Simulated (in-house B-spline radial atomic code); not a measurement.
Atomic self-consistent-field run: Nd IV (Nd3+) (an excited or competing configuration). All numbers are computed (scalar-relativistic (X2C) revTPSS, spin-polarised, spherical fractional occupations; Fermi nucleus of rms radius 4.9123 fm) with a radial B-spline atomic code at the basis-set limit, not measured.

In the input, 3d5,1 would mean five up and one down electron.

Command:
```bash
python run_scf.py task.json out
```
Settings (nuclear radius in fm, mass in u):
```
Z                60
configuration    1s2 2s2 2p6 3s2 3p6 3d10 4s2 4p6 4d4,5 4f1,2 5s2 5p6 5f1,0
hamiltonian      x2c
method           revtpss,revtpss
spin_polarised   True
nucleus          fermi
rms_radius       4.9123
atomic_mass      141.90773
speed_of_light   137.035999084
```

Output (hartree, bohr):
```
 radial grid: 73 intervals, B-splines of order 8, outer radius 39.1892 bohr

 iter        energy (Eh)    residual
    1       -9614.904510    9.62e-02
    2       -9614.909140    2.61e-03
    3       -9614.909306    7.14e-04
    4       -9614.909318    3.77e-04
    5       -9614.909324    4.60e-05
    6       -9614.909324    1.55e-05
    7       -9614.909324    4.31e-06
    8       -9614.909324    8.35e-07
    9       -9614.909324    1.70e-07

 total energy                     -9614.90932
 kinetic                           10372.9192
 electron-nucleus                 -23406.9916
 Hartree                            3640.8086
 exchange-correlation               -221.6455

 orbital      occ     eigenvalue          <r>       <r^2>       <1/r>       r_max
 1s up      1.000     -1594.3847    0.0229421 0.000725648     70.3065     0.01428
 1s down    1.000     -1594.3850    0.0229421 0.000725648     70.3065     0.01428
 2s up      1.000      -259.4297     0.100322   0.0119408     16.1446     0.08533
 2s down    1.000      -259.4466     0.100325   0.0119414     16.1439     0.08533
 2p up      3.000      -232.2847    0.0884261  0.00955987     14.4926     0.06852
 2p down    3.000      -232.2985    0.0884297  0.00956062      14.492     0.06852
 3s up      1.000       -57.7910     0.265716   0.0808074     5.77446      0.2437
 3s down    1.000       -57.8075     0.265779   0.0808502     5.77328      0.2437
 3p up      3.000       -49.1890     0.263893   0.0808101     5.30205      0.2385
 3p down    3.000       -49.2089     0.263969    0.080862     5.30089      0.2385
 3d up      5.000       -37.1531     0.241633   0.0687485     4.99083       0.196
 3d down    5.000       -37.1792       0.2417   0.0687957     4.99001       0.196
 4s up      1.000       -12.8420     0.604348    0.411996     2.38744      0.5642
 4s down    1.000       -12.9233     0.604307    0.411902     2.38772      0.5644
 4p up      3.000       -10.0004     0.638098    0.462741     2.17042      0.5878
 4p down    3.000       -10.0820     0.637888    0.462349     2.17114       0.588
 4d up      4.000        -5.9259     0.696372    0.561671     1.90192      0.6141
 4d down    5.000        -6.0068     0.695318     0.55963     1.90412      0.6143
 4f up      1.000        -1.5729     0.897398     1.00689     1.41619      0.6307
 4f down    2.000        -1.6400     0.884316    0.972602     1.42955      0.6298
 5s up      1.000        -2.8086      1.40348     2.20197    0.953247       1.286
 5s down    1.000        -2.8333      1.39483     2.17541    0.961322        1.28
 5p up      3.000        -2.0579      1.57996     2.80262    0.829296       1.425
 5p down    3.000        -2.0736      1.56956      2.7665    0.836488       1.417
 5f up      1.000        -0.4382      4.27875     20.5634    0.288318       3.998
```

Time taken, with all properties: 0.39 s on 1 thread of Intel(R) Xeon(R) Platinum 8375C CPU @ 2.90GHz, with other jobs on the host.

One-electron X2C: radii and densities carry no picture-change correction, so inner-shell <1/r> comes out high (for 1s by about 2 % at Z = 33, 5 % at 54, 10 % at 75, 30 % at 118) and <r> low.
